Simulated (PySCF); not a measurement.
# Structure from 2D NMR

Compound of formula C7H7PSi. Correlations simulated from computed shifts and the bond graph:

HSQC (one-bond C–H):
| δH | δC |
| --- | --- |
| 9.20 | 163.8 |
| 8.58 | 152.0 |
| 8.19 | 142.8 |
| 3.61 | 96.8 |

COSY cross peaks (H two or three bonds apart, from the bond graph; peaks can be absent where the dihedral angle is near 90°):
| δH | δH |
| --- | --- |
| 9.20 | 8.19 |

HMBC (two and three bonds, from the bond graph):
| δH | δC |
| --- | --- |
| 9.20 | 159.2, 142.8, 137.2 |
| 8.58 | 159.2, 142.8, 137.2, 90.6 |
| 8.19 | 163.8, 152.0, 137.2 |
| 4.63 | 152.0, 142.8, 137.2 |
| 3.61 | 159.2, 90.6 |

Carbons without hydrogens: δ 159.2, 137.2, 90.6.

PySCF 2.14.0 with density-fitted response routines calculation with shielding tensors at PBE0/pcSseg-1 (GIAO) and GFN2-xTB geometry; gas phase, non-relativistic, averaged over atoms made equivalent by symmetry, fast rotation or ring inversion, one conformer.

Chemical shifts δ = σref − σ; TMS for 1H (σ = 31.72 ppm) and 13C (σ = 186.93 ppm), all at this level.

Exchangeable hydrogens are left out of these lists.

Q: Work out the connectivity.

A: SMILES C#Cc1cc([SiH3])ccp1.

Atoms are numbered as in `[CH:1]#[C:2][c:3]1[cH:4][c:5]([SiH3:6])[cH:7][cH:8][p:9]1`. Each H is labelled by its parent atom.

1. δC 163.8 is C8, an aromatic CH (δH 9.20).
2. δC 159.2 is C3, a substituted aromatic carbon.
3. δC 152.0 is C4, an aromatic CH (δH 8.58).
4. δC 142.8 is C7, an aromatic CH (δH 8.19).
5. δC 137.2 is C5, a substituted aromatic carbon.
6. δC 96.8 is C1, a terminal alkyne carbon (δH 3.61).
7. δC 90.6 is C2, an alkyne carbon.
8. HMBC from δH 9.20 reaches the proton-free carbons C3, C5.
9. HMBC from δH 8.58 reaches the proton-free carbons C3, C5, C2.
10. HMBC from δH 8.19 reaches the proton-free carbon C5.
11. HMBC from δH 4.63 reaches the proton-free carbon C5.
12. COSY links 9.20–8.19.

This is the structure that produced the data.

Shifts are as computed. Against solution values, carbons near 30 ppm lie about +3 ppm off and those near 130 ppm about +5 ppm. Of 1211 compounds with measured shifts, 218 miss one by over three times the rms of a fit or turn the order of signals round; such compounds aren't used in these exercises.
